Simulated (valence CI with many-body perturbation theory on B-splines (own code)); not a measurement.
# La26+: electric-dipole lines

Computed by relativistic CI+MBPT: three valence electrons over a frozen Dirac-Fock core [Ar] 3d10, a basis of 11 s, 11 p, 10 d, 8 f, 5 g, 2 h functions for each j, with the one-electron correlation potential Σ1, the two-electron term Σ2, the three-electron term Σ3, Breit, model QED; selected CI, second order for the rest, scaled by the run's own slope (own B-spline code, finite nucleus).

No measured spectrum was set against this ion. As an estimate, large intervals hold to a few tenths of a per cent, small ones and those within an open d or f shell to about a per cent.

Lines 101 to 150 of 554 in falling wavelength, among levels below 399.45 eV, chosen from the strongest by gf and those to the six lowest levels. Wavelengths and rates use the calculated energies. Electric multipoles are in the length gauge, E1 and E2 with the static RPA response of the core. Weak lines are less certain than strong ones. Lines between different terms over intervals too small for the method are left out, as are lines whose strength nearly cancels. Where a level lies close to another of its J and parity, the split of strength between their lines is uncertain. The highest levels of a list are the least certain.

Levels are named by their leading jj configuration (3d3/2^4 stands for four electrons in 3d with j = 3/2), which in mixed levels can hold well under half, so a name can repeat and another be missing. Letters in brackets count levels of one name in rising energy.

```tsv
λ vac (Å)	Upper	Lower	A (s⁻¹)	log gf	Branch %
145.1	(4p1/2 4p3/2 4f7/2) J=9/2 [b]	(4s 4p1/2 4f7/2) J=7/2 [a]	1.92e+10	-0.22	8.9
145.1	(4p1/2 4p3/2 4f7/2) J=5/2 [a]	(4s 4p1/2 4f5/2) J=5/2 [b]	1.95e+10	-0.43	7.2
145.0	(4p1/2 4p3/2 4f5/2) J=9/2	(4s 4p1/2 4f7/2) J=7/2 [c]	5.59e+10	0.25	24.1
144.9	(4s 4p1/2 4p3/2) J=3/2 [b]	(4s^2 4p1/2) J=1/2	5.22e+10	-0.18	93.6
144.6	(4p3/2^2 4d5/2) J=5/2 [a]	(4s 4p3/2 4d5/2) J=7/2 [a]	3.58e+10	-0.17	27.2
144.6	(4p3/2 4d3/2^2) J=3/2 [c]	(4s 4d3/2^2) J=1/2	3.44e+10	-0.37	6.5
144.3	(4p1/2 4p3/2^2) J=5/2	(4s 4p1/2 4p3/2) J=5/2	1.78e+10	-0.48	38.9
144.3	(4p1/2 4p3/2 4f7/2) J=9/2 [a]	(4s 4p1/2 4f5/2) J=7/2	2.16e+10	-0.17	9.8
143.3	(4p1/2 4p3/2 4f7/2) J=7/2 [a]	(4s 4p1/2 4f5/2) J=7/2	2.86e+10	-0.15	12.9
143.2	(4p1/2 4p3/2^2) J=1/2	(4s 4p1/2 4p3/2) J=3/2 [b]	8.55e+10	-0.28	71.1
143.1	(4p1/2 4p3/2 4f5/2) J=3/2 [b]	(4s 4p1/2 4f5/2) J=3/2	2.71e+10	-0.48	11.0
142.9	(4p3/2 4d3/2 4d5/2) J=7/2 [c]	(4s 4d3/2 4d5/2) J=7/2 [a]	1.38e+10	-0.47	2.8
142.9	(4p1/2 4p3/2 4d5/2) J=3/2 [b]	(4s 4p1/2 4d5/2) J=5/2 [b]	5.68e+10	-0.16	31.8
142.9	(4p1/2 4p3/2 4f7/2) J=11/2	(4p3/2^2 4d5/2) J=9/2	7.91e+09	-0.54	10.2
142.9	(4s 4p1/2 4f7/2) J=5/2	(4s 4p3/2 4d5/2) J=7/2 [a]	2.49e+10	-0.34	8.6
142.8	(4p3/2 4d3/2^2) J=3/2 [b]	(4s 4d3/2^2) J=3/2	2.83e+10	-0.46	5.6
142.5	(4p3/2^2 4f5/2) J=5/2	(4s 4p3/2 4f5/2) J=3/2 [a]	1.67e+10	-0.51	3.6
142.5	(4p1/2 4p3/2 4f5/2) J=5/2 [b]	(4s 4p1/2 4f5/2) J=7/2	2.26e+10	-0.38	9.7
142.5	(4p3/2^2 4d5/2) J=3/2	(4s 4p3/2 4d3/2) J=5/2 [b]	3.43e+10	-0.38	10.6
142.4	(4p3/2^2 4d3/2) J=5/2	(4s 4p3/2 4d3/2) J=5/2 [a]	1.84e+10	-0.48	5.8
142.1	(4p3/2^2 4d5/2) J=7/2	(4s 4p3/2 4d5/2) J=9/2	1.93e+10	-0.33	23.4
142.1	(4p3/2^2 4f7/2) J=9/2	(4s 4p3/2 4f7/2) J=11/2	2.09e+10	-0.20	6.9
142.0	(4p1/2 4p3/2 4d3/2) J=5/2 [b]	(4s 4p1/2 4d3/2) J=3/2 [b]	2.24e+10	-0.39	6.5
142.0	(4p3/2^2 4d5/2) J=5/2 [b]	(4s 4p3/2 4d5/2) J=7/2 [b]	2.43e+10	-0.36	7.0
142.0	(4p3/2 4d3/2^2) J=1/2	(4s 4d3/2^2) J=3/2	5.13e+10	-0.51	9.8
142.0	(4p3/2^2 4d5/2) J=9/2	(4s 4p3/2 4d5/2) J=9/2	2.17e+10	-0.18	51.2
141.9	(4p3/2 4d3/2 4d5/2) J=5/2 [f]	(4s 4d3/2 4d5/2) J=7/2 [b]	5.73e+10	0.02	17.8
141.8	(4s 4p1/2 4d3/2) J=5/2	(4s 4p1/2 4p3/2) J=3/2 [b]	1.01e+09	-1.74	2.8
141.4	(4p1/2 4p3/2 4d3/2) J=5/2 [b]	(4s 4p1/2 4d5/2) J=5/2 [a]	1.66e+10	-0.53	4.8
141.4	(4p1/2 4p3/2 4d3/2) J=3/2 [b]	(4s 4p1/2 4d3/2) J=3/2 [b]	2.59e+10	-0.51	7.0
141.4	(4p1/2 4p3/2 4d3/2) J=3/2 [a]	(4s 4p1/2 4d3/2) J=3/2 [a]	4.45e+10	-0.27	38.6
141.3	(4p3/2^2 4f5/2) J=5/2	(4s 4p3/2 4f5/2) J=7/2 [a]	2.11e+10	-0.42	4.5
141.3	(4p1/2 4p3/2 4f5/2) J=5/2 [b]	(4s 4p1/2 4f5/2) J=5/2 [a]	2.46e+10	-0.36	10.5
141.0	(4s 4p3/2 4d3/2) J=1/2 [b]	(4s^2 4d3/2) J=3/2	9.37e+10	-0.25	26.4
140.6	(4p1/2 4p3/2 4d3/2) J=1/2 [a]	(4s 4p1/2 4d3/2) J=3/2 [a]	6.50e+10	-0.41	61.5
140.5	(4p1/2^2 4p3/2) J=3/2	(4s 4p1/2^2) J=1/2	3.25e+10	-0.41	38.1
140.4	(4p1/2 4p3/2 4d5/2) J=7/2 [b]	(4s 4p1/2 4d5/2) J=7/2	1.85e+10	-0.36	15.2
139.8	(4p1/2 4p3/2 4f5/2) J=3/2 [a]	(4s 4p1/2 4f5/2) J=5/2 [a]	7.20e+10	-0.07	24.6
139.0	(4s 4p1/2 4p3/2) J=1/2	(4s^2 4p1/2) J=1/2	1.42e+11	-0.09	94.7
139.0	(4s 4p3/2 4f5/2) J=7/2 [b]	(4s^2 4f7/2) J=7/2	3.79e+10	-0.06	6.6
139.0	(4s 4p3/2^2) J=1/2	(4s^2 4p3/2) J=3/2	9.95e+10	-0.24	96.0
138.8	(4s 4p3/2 4f7/2) J=9/2 [c]	(4s^2 4f7/2) J=7/2	1.68e+11	0.69	32.7
138.7	(4p3/2 4d5/2^2) J=9/2 [b]	(4s 4d5/2^2) J=9/2	2.35e+10	-0.17	6.7
138.6	(4s 4p3/2 4d5/2) J=3/2 [b]	(4s^2 4d5/2) J=5/2	1.18e+11	0.13	37.5
138.5	(4s 4p3/2 4f5/2) J=7/2 [b]	(4s^2 4f5/2) J=5/2	5.59e+10	0.11	9.7
138.5	(4s 4p3/2 4f7/2) J=5/2 [c]	(4s^2 4f7/2) J=7/2	9.42e+10	0.21	22.7
138.4	(4s 4p3/2 4f5/2) J=3/2 [b]	(4s^2 4f5/2) J=5/2	1.24e+11	0.15	28.6
137.9	(4s 4p3/2^2) J=3/2	(4s^2 4p3/2) J=3/2	1.44e+11	0.22	73.8
137.8	(4s 4p3/2 4f5/2) J=5/2	(4s^2 4f7/2) J=7/2	2.94e+10	-0.30	5.5
137.6	(4p3/2^3) J=3/2	(4s 4p3/2^2) J=5/2	4.47e+10	-0.29	32.5
```
